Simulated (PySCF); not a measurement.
Zn(SeH)2 (H2Se2Zn), SMILES [SeH][Zn][SeH].

Geometry: B3LYP-D3(BJ)/def2-SVP. The structure was generated by enumeration; whether it is a known compound was not checked. The values are those of a single conformer.

Level of theory: PBE/def2-TZVPD run with PySCF.

Gas-phase values at a fixed geometry.

```
Quantity                                                                                                         Value
---------------------------------------------------------------------------------------------  -----------------------
total energy                                                                                       -6582.79529 hartree
highest occupied level                                                                                        -6.08 eV
lowest empty level                                                                                            -2.11 eV
orbital gap                                                                                                    3.97 eV
dipole moment                                                                                                   0.56 D
quadrupole, principal values (traceless, Buckingham form, about the centre of nuclear charge)    -7.28, 3.24, 4.04 D·Å
mean static polarisability                                                                       94.1 bohr³ (13.95 Å³)
polarisability, principal values                                                               72.0, 72.0, 138.2 bohr³
```
